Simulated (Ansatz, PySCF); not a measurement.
Gas-phase reaction (SMILES): OB(O)C(F)(F)F + 2 B (BH3) + 3 C (CH4) → BC (CH5B) [methylborane] + 2 BO (H3BO) [borinic acid] + 3 CF (CH3F) [fluoromethane]; bond separation energy.

Geometries: B3LYP-D3(BJ)/def2-TZVP minima from Ansatz (a quantum-chemistry and plane-wave program), one conformer each, not searched for the lowest. Valence correlation only, unless marked. No spin-orbit coupling. No relativistic terms. CBS(X,Y): correlation extrapolated as X^-3; Hartree-Fock from the larger set. Thermal terms are rigid-rotor harmonic-oscillator values from B3LYP-D3(BJ) frequencies (Ansatz or PySCF) at 298.15 K and 1 atm. 1 Eh = 627.5095 kcal/mol.

```csv
species,"E, CCSD(T)/CBS(cc-pVTZ,cc-pVQZ) (Ansatz) (Eh)","E, wB97M-V/def2-TZVPD (Ansatz) (Eh)",H - E (Eh)
OB(O)C(F)(F)F,-513.87563,-514.36332,0.05623
B (BH3),-26.54901,-26.58282,0.03008
BC (CH5B),-65.82665,-65.90802,0.06039
BO (H3BO),-101.79827,-101.90521,0.03929
C (CH4),-40.45816,-40.49098,0.04840
CF (CH3F),-139.62807,-139.74790,0.04297
```

Task: Work out ΔE and ΔH at 298.15 K at the first level, then ΔH at the second.

Result: 
1. ΔE = [(-65.82665) + 2×(-101.79827) + 3×(-139.62807)] - [(-513.87563) + 2×(-26.54901) + 3×(-40.45816)] = 0.04073 Eh = 25.6 kcal/mol at CCSD(T)/CBS(cc-pVTZ,cc-pVQZ).
2. The terms H - E add up to 0.00629 Eh, so ΔH = (0.04073 + (0.00629))×627.5095 = 29.5 kcal/mol.
3. At wB97M-V/def2-TZVPD the same steps give ΔE = 24.9 and ΔH = 28.9 kcal/mol, a shift of -0.6 from the first level.
4. These values are not checked against measurement here, since the tables used lack a sound gas-phase enthalpy of formation for at least one species.
